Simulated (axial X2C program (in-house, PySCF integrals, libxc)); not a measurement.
Nuclear properties of GaBr⁺

Computed with an axial X2C code built on PySCF integrals: two-component X2C with atomic mean-field Coulomb and Gaunt terms, Gaussian nuclei, basis Br dyall-cv3z, Ga dyall-cv3z with contracted cores.

R = 2.265 Å (near the PBE0 minimum at charge 1 of the determinant lowest at the starting distance; the state shown can have its own minimum elsewhere).

Determinant lowest in the PBE0 search, Ω = 1/2 (⟨Sz⟩ = 0.49, ⟨Lz⟩ = 0.01 at PBE0), spin on the atoms Br 0.20, Ga 0.29:

```csv
level,Eeff magnitude (GV/cm),Ws magnitude Br (kHz),Ws magnitude Ga (kHz),A∥/gI Br (MHz),qzz Br (a.u.),A∥/gI Ga (MHz),qzz Ga (a.u.)
PBE0,4.02,0.284,3.16,263,7.50,3170,-1.67
HF,5.24,0.561,3.95,204,7.28,3100,-2.34
LDA,3.51,0.191,2.81,338,7.54,3220,-1.39
BP86,3.56,0.21,2.84,314,7.48,3100,-1.42
r2SCAN,4.22,0.414,3.21,340,7.33,3340,-1.68
```

Determinant 1.27 eV from it at PBE0 and this distance, Ω = 3/2 (⟨Sz⟩ = 0.50, ⟨Lz⟩ = 1.00 at PBE0), spin on the atoms Br 0.50, Ga 0.00:

| level | Eeff magnitude (GV/cm) | Ws magnitude Br (kHz) | Ws magnitude Ga (kHz) | A∥/gI Br (MHz) | qzz Br (a.u.) | A∥/gI Ga (MHz) | qzz Ga (a.u.) |
| --- | --- | --- | --- | --- | --- | --- | --- |
| PBE0 | 0.125 | 0.0451 | 0.0162 | 628 | -4.41 | 16 | -1.92 |
| HF | 0.207 | 0.084 | 0.0329 | 632 | -4.50 | 21.3 | -1.85 |
| LDA | 0.0847 | 0.0329 | 0.0147 | 664 | -4.49 | 15.1 | -1.98 |
| BP86 | 0.0971 | 0.0333 | 0.0118 | 637 | -4.45 | 16 | -1.96 |
| r2SCAN | 0.137 | 0.046 | 0.0146 | 658 | -4.45 | 20.5 | -1.99 |

Eeff is the effective electric field on the electron electric dipole moment in this Ω state and Ws the scalar–pseudoscalar constant of the nucleus named (defined with the proton number Z and per Ω); A∥ (defined per Ω) follows by multiplying with gI = μI/(I μN); qzz is the electric field gradient, eQq0 = 234.96 MHz × Q/barn × qzz. The operators were transformed with the bare-nucleus X2C matrices; with these basis sets, hyperfine constants and field gradients can be off by tens of per cent, and where levels differ in sign neither size nor sign is settled.

(1) With gI(79Br) = 1.4043, Q(79Br) = 0.3087 barn, gI(69Ga) = 1.3444, Q(69Ga) = 0.171 barn (g factors from the IAEA table of nuclear moments by Stone; Q from Pyykkö, Mol. Phys. 2018), turn the PBE0 values of the first state into constants in MHz.

Each state is one determinant with collinear spin. Unrestricted Hartree–Fock can overshoot spin polarisation at the nuclei. Where Eeff spreads by more than a factor of two the levels disagree and none is to be relied on. The search compared states at one distance, so a state with another bond length can lie lower. PBE0 term energies can be off by some tenths of an eV.

Answers

(1) A∥(79Br) = 263 × 1.4043 = 369 MHz; eQq0(79Br) = 234.96 × (0.3087) × (7.50) = 544 MHz; A∥(69Ga) = 3170 × 1.3444 = 4260 MHz; eQq0(69Ga) = 234.96 × (0.171) × (-1.67) = -67.1 MHz.
